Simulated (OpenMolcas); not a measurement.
An OpenMolcas run meant for Ti III (ANO-L-VQZP, non-relativistic; inactive shells 1s 2s 2p 3s 3p; intended active space 2 electrons in 5 orbitals (3d)). One step of its input:

```
&CASPT2
Multistate=10 1 2 3 4 5 6 7 8 9 10
Frozen=2 3
IPEA=-0.25
Imaginary=0.1
MaxIter=60
WThr=0.0 0.3 0.05
PrWF=0.5
NoMix
```

The run finished. Its levels beside those of a sound run (SS-CASPT2, IPEA 0.25 Eh, imaginary shift 0.1 Eh (closed shells correlated: 3s 3p)), in cm⁻¹ above each run's lowest level:

```
  Level  This run  Usual run
3d² ³F₂       0.0        0.0
3d² ³F₃       197        197
3d² ³F₄       452        452
3d² ¹D₂      8203       7998
3d² ³P₀     10456      11286
3d² ³P₁     10525      11354
3d² ³P₂     10666      11492
3d² ¹G₄     14968      14788
3d² ¹S₀     32975      32434
```

Q: Which setting is unsound, and how much does it matter here?

A: The IPEA shift is negative. Against the sound run the excited levels shown move by 430 cm-1 on average and by 830 cm-1 at most.

CASPT2 does not keep the components of a term degenerate, so their means are used; among the terms shown or strongly mixed into the levels shown the widest spread is 1800 cm-1 (3d² ¹G, this run). Only configurations of the active space appear.
